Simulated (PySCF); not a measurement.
SMILES C=C[CH2] (C3H5), doublet (PBE/def2-SVP optimised geometry):

```
8

C      1.362    -0.582     0.000
C     -0.031    -0.582     0.000
C     -0.839     0.554     0.000
H      1.930     0.363     0.000
H      1.936    -1.520     0.000
H     -0.538    -1.564     0.000
H     -0.398     1.564     0.000
H     -1.936     0.477     0.000
```

Method: unrestricted PBE/def2-TZVP (PySCF).

Question: What are the frontier orbital energies (α orbitals alone; a β orbital can be the lowest empty one) and the dipole moment?

Answer: HOMO-2 -8.60 eV, HOMO-1 -7.85 eV, HOMO -4.72 eV, LUMO -0.22 eV, LUMO+1 1.03 eV; dipole moment 0.07 D.

On the same geometry PySCF with unrestricted PBE0/def2-TZVP gives HOMO-2 -10.06 eV, HOMO-1 -9.24 eV, HOMO -5.92 eV, LUMO 0.84 eV, LUMO+1 1.88 eV; dipole moment 0.05 D.

Meta-Löwdin charges at PBE/def2-TZVP: C1 -0.25, C2 -0.10, C3 -0.25, H4 0.12, H5 0.13, H6 0.12, H7 0.12, H8 0.13.
